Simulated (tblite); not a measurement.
I4Ta, doublet, geometry from GFN2-xTB (such geometries of metal compounds can be far from the true shape) (the multiplicity is a formal guess); IPEA1-xTB (tblite).

tblite was given this input:
```
$ tblite run mol.xyz --method ipea1 --charge 0 --spin 1 --json tblite.json --no-restart

# file mol.xyz
5

Ta     0.00000000     0.00000000    -0.00000000
I      2.14803797    -0.62112321    -1.53592236
I      0.80329252     0.39491315     2.56079741
I     -1.16152379     2.26305335    -0.94253416
I     -1.78980670    -2.03684329    -0.08234089
```

Output, abridged:

```
xTB calculator
 | screened Coulomb repulsion
 | Coulomb electrostatics
 |  * isotropic Klopman-Ohno-Mataga-Nishimoto electrostatics
 |  * onsite third-order electrostatics
 | DFT-D3(BJ) dispersion correction

halogen bonding energy    0.0000000000000E+00 Eh
repulsion energy          2.5585324772614E-02 Eh
dispersion energy        -4.5009665348110E-03 Eh
number of electrons       3.3000000000000E+01 e
integral cutoff           3.6814730210589E+01 bohr

------------------------------------------------------------
  cycle        total energy    energy error   density error
------------------------------------------------------------
      1     -18.23836896773  -1.8259453E+01   4.2319191E-01
      2     -18.16565816950   7.2710798E-02   3.6478312E-01
      3     -18.17564838806  -9.9902186E-03   2.7773157E-01
      4     -18.25677768664  -8.1129299E-02   2.4998216E-02
      5     -18.25764167821  -8.6399157E-04   6.3833678E-03
      6     -18.25769091654  -4.9238331E-05   9.0798145E-04
      7     -18.25769190474  -9.8819430E-07   3.2731224E-05
      8     -18.25769190568  -9.3930907E-10   9.0513683E-07
------------------------------------------------------------

electronic energy        -1.8278776263915E+01 Eh
total energy             -1.8257691905678E+01 Eh

Post processing:
 | Mayer-Wiberg bond orders

[Info] JSON dump of results written to 'tblite.json'
```
